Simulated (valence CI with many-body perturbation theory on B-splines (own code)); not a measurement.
**Level structure of Pm27+**

Method: valence CI with perturbative core correlation (CI+MBPT): six valence electrons over a frozen Dirac-Fock core [Ar] 3d10, radial functions for each j: 9 s, 9 p, 8 d, 6 f, 3 g, 1 h, with the one-electron correlation potential Σ1 (screened to all orders), the two-electron term Σ2, the three-electron term Σ3, Breit, model QED; selected single and double excitations, second order for the rest, scaled by the run's own slope (own B-spline code, finite nucleus).

The last digits are not significant, and no measured levels were compared; by estimate large intervals hold to a few tenths of a per cent, small ones and those within an open d or f shell to about a per cent. Among the levels kept, up to 670 cm⁻¹ of a level comes from second order outside the variational space, and about a tenth of that is noise between levels of different J, which matters for small intervals.

Levels 1 to 39 of 39, with energies above the lowest level, (4s^2 4p1/2^2 4p3/2^2) J=2. "Leading %" is the weight of the configuration and term that name the level; weights of strongly mixed levels are sums over their largest components and can fall short. In the jj column 3d3/2^4 stands for four electrons in 3d with j = 3/2. Lifetimes count E1, E2, E3, M1 and M2 decay at the calculated energies, and are blank where another channel may lead or the interval is too uncertain; long ones can be off by a factor of two.

| No. | Configuration | Term | J | E (cm⁻¹) | Leading % | Leading jj | g | Lifetime |
| --- | --- | --- | --- | --- | --- | --- | --- | --- |
| 1 | 4s2 4p4 | 3P | 2 | 0 | 72 | 4s^2 4p1/2^2 4p3/2^2 (98 %) | 1.363 |  |
| 2 | 4s2 4p4 | 1S | 0 | 50714 | 56 | 4s^2 4p1/2^2 4p3/2^2 (97 %) |  | 329 ms |
| 3 | 4s2 4p4 | 3P | 1 | 249840 | 98 | 4s^2 4p1/2 4p3/2^3 (98 %) | 1.499 | 3.15 μs |
| 4 | 4s2 4p4 | 1D | 2 | 277600 | 72 | 4s^2 4p1/2 4p3/2^3 (98 %) | 1.133 | 5.71 μs |
| 5 | 4s2 4p4 | 3P | 0 | 549860 | 56 | 4s^2 4p3/2^4 (97 %) |  | 1.18 μs |
| 6 | 4s 4p5 | 3P° | 2 | 782570 | 82 | 4s 4p1/2^2 4p3/2^3 (82 %) | 1.491 | 39.3 ps |
| 7 | 4s 4p5 | 3P° | 1 | 828540 | 32 | 4s 4p1/2^2 4p3/2^3 (52 %) | 1.240 | 31.4 ps |
| 8 | 4s2 4p3 4d | 3F° | 2 | 870270 | 32 | 4s^2 4p1/2^2 4p3/2 4d3/2 (89 %) | 1.033 | 160 ps |
| 9 | 4s2 4p3 4d | 3P° | 0 | 880910 | 48 | 4s^2 4p1/2^2 4p3/2 4d3/2 (93 %) |  | 11.6 ns |
| 10 | 4s2 4p3 4d | 3F° | 3 | 884000 | 27 | 4s^2 4p1/2^2 4p3/2 4d3/2 (83 %) | 1.192 | 1.49 ns |
| 11 | 4s2 4p3 4d | 5D° | 1 | 920450 | 35 | 4s^2 4p1/2^2 4p3/2 4d3/2 (51 %) | 1.323 | 10.4 ps |
| 12 | 4s2 4p3 4d | 3F° | 4 | 929290 | 41 | 4s^2 4p1/2^2 4p3/2 4d5/2 (95 %) | 1.302 | 331 μs |
| 13 | 4s2 4p3 4d | 3D° | 2 | 964940 | 31 | 4s^2 4p1/2^2 4p3/2 4d5/2 (75 %) | 1.307 | 10.8 ps |
| 14 | 4s2 4p3 4d | 3G° | 3 | 999660 | 22 | 4s^2 4p1/2^2 4p3/2 4d5/2 (69 %) | 1.117 | 8.25 ps |
| 15 | 4s 4p5 | 3P° | 0 | 1031000 | 72 | 4s 4p1/2 4p3/2^4 (72 %) |  | 36.1 ps |
| 16 | 4s2 4p3 4d | 3D° | 1 | 1031700 | 55 | 4s^2 4p1/2^2 4p3/2 4d5/2 (76 %) | 0.874 | 9.66 ps |
| 17 | 4s 4p5 | 1P° | 1 | 1068500 | 22 | 4s^2 4p1/2 4p3/2^2 4d3/2 (45 %) | 1.179 | 41.9 ps |
| 18 | 4s2 4p3 4d | 3F° | 2 | 1095500 | 45 | 4s^2 4p1/2 4p3/2^2 4d3/2 (94 %) | 1.016 | 194 ps |
| 19 | 4s2 4p3 4d | 1S° | 0 | 1106400 | 49 | 4s^2 4p1/2 4p3/2^2 4d3/2 (67 %) |  | 67.2 ps |
| 20 | 4s2 4p3 4d | 3F° | 3 | 1113900 | 47 | 4s^2 4p1/2 4p3/2^2 4d3/2 (86 %) | 1.121 | 194 ps |
| 21 | 4s2 4p3 4d | 3D° | 1 | 1114800 | 58 | 4s^2 4p1/2 4p3/2^2 4d3/2 (44 %) | 0.802 | 15.5 ps |
| 22 | 4s2 4p3 4d | 3G° | 4 | 1141800 | 60 | 4s^2 4p1/2 4p3/2^2 4d3/2 (86 %) | 1.100 | 16.8 μs |
| 23 | 4s2 4p3 4d | 3D° | 3 | 1147100 | 61 | 4s^2 4p1/2 4p3/2^2 4d5/2 (94 %) | 1.318 | 176 ps |
| 24 | 4s2 4p3 4d | 5D° | 4 | 1155700 | 39 | 4s^2 4p1/2 4p3/2^2 4d5/2 (88 %) | 1.259 | 4.76 μs |
| 25 | 4s2 4p3 4d | 3F° | 2 | 1173000 | 54 | 4s^2 4p1/2 4p3/2^2 4d3/2 (88 %) | 0.877 | 28.4 ps |
| 26 | 4s2 4p3 4d | 3F° | 4 | 1185400 | 61 | 4s^2 4p1/2 4p3/2^2 4d5/2 (92 %) | 1.162 | 21.3 μs |
| 27 | 4s2 4p3 4d | 3G° | 5 | 1195700 | 98 | 4s^2 4p1/2 4p3/2^2 4d5/2 (98 %) | 1.198 | 19.4 μs |
| 28 | 4s2 4p3 4d | 3S° | 1 | 1213400 | 28 | 4s^2 4p1/2 4p3/2^2 4d5/2 (39 %) | 1.301 | 2.51 ps |
| 29 | 4s2 4p3 4d | 3P° | 2 | 1230400 | 51 | 4s^2 4p1/2 4p3/2^2 4d3/2 (63 %) | 1.303 | 1.66 ps |
| 30 | 4s2 4p3 4d | 3P° | 0 | 1239000 | 45 | 4s^2 4p1/2 4p3/2^2 4d5/2 (67 %) |  | 7.44 ps |
| 31 | 4s2 4p3 4d | 3D° | 2 | 1242100 | 50 | 4s^2 4p1/2 4p3/2^2 4d5/2 (92 %) | 1.245 | 31.8 ps |
| 32 | 4s2 4p3 4d | 3D° | 3 | 1243300 | 64 | 4s^2 4p1/2 4p3/2^2 4d3/2 (70 %) | 1.200 | 1.37 ps |
| 33 | 4s2 4p3 4d | 3P° | 1 | 1261200 | 53 | 4s^2 4p1/2 4p3/2^2 4d3/2 (49 %) | 1.211 | 1.82 ps |
| 34 | 4s2 4p3 4d | 3F° | 3 | 1261300 | 36 | 4s^2 4p1/2 4p3/2^2 4d5/2 (96 %) | 1.137 | 459 ps |
| 35 | 4s2 4p3 4d | 3D° | 2 | 1278300 | 37 | 4s^2 4p1/2 4p3/2^2 4d5/2 (72 %) | 1.063 | 4.15 ps |
| 36 | 4s2 4p3 4d | 3S° | 1 | 1290600 | 35 | 4s^2 4p1/2 4p3/2^2 4d3/2 (52 %) | 1.365 | 1.73 ps |
| 37 | 4s2 4p3 4d | 1F° | 3 | 1299600 | 45 | 4s^2 4p1/2 4p3/2^2 4d5/2 (60 %) | 1.046 | 3.98 ps |
| 38 | 4s2 4p3 4d | 1P° | 1 | 1321700 | 44 | 4s^2 4p1/2 4p3/2^2 4d5/2 (48 %) | 1.040 | 1.66 ps |
| 39 | 4s2 4p3 4d | 1D° | 2 | 1336600 | 41 | 4s^2 4p1/2 4p3/2^2 4d5/2 (80 %) | 1.176 | 1.65 ps |

The ionisation energy to 4s2 4p3 2P°_3/2 of the next ion comes out as 1000.4 eV (NIST: 998 ± 4 eV (theoretical)). All 39 levels together are meant to be complete up to 1342100 cm⁻¹.
